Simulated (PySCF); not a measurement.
# Vibration and rotation of SbSe

PW91 constants of SbSe, ²Π (doublet), unpaired electrons π ↑ (PySCF, scalar-relativistic core potentials, basis sets Sb def2-TZVPP with ECP28, Se def2-TZVPP; masses 120.9038 and 79.9165 u):

* ωe: 320.2 cm⁻¹
* ωexe: 0.65 cm⁻¹
* Be: 0.0628 cm⁻¹
* αe: 0.000168 cm⁻¹
* D (centrifugal): 9.66e-09 cm⁻¹
* De to Sb + Se: 3.62 eV

**Question.** Give the vibrational terms G(v) and spacings up to v = 6.

**Answer.** G(v) = ωe(v+½) − ωexe(v+½)².

| v | G(v) (cm⁻¹) | G(v) − G(v−1) | Bv (cm⁻¹) |
| --- | --- | --- | --- |
| 0 | 159.9 |  | 0.06272 |
| 1 | 478.8 | 318.9 | 0.06255 |
| 2 | 796.4 | 317.6 | 0.06238 |
| 3 | 1112.7 | 316.3 | 0.06221 |
| 4 | 1427.7 | 315.0 | 0.06204 |
| 5 | 1741.4 | 313.7 | 0.06188 |
| 6 | 2053.8 | 312.4 | 0.06171 |

**Question.** How well does the Morse estimate ωe²/(4ωexe) reproduce De, and what is D0?

**Answer.** It gives 4.89 eV, 135 % of the computed De. D0 = De − G(0) = 3.62 − 0.02 = 3.60 eV.

These are scalar-relativistic numbers at best; spin–orbit coupling would shift them, the dissociation energy most. The state was picked by a PBE0 search and need not be the measured ground state.
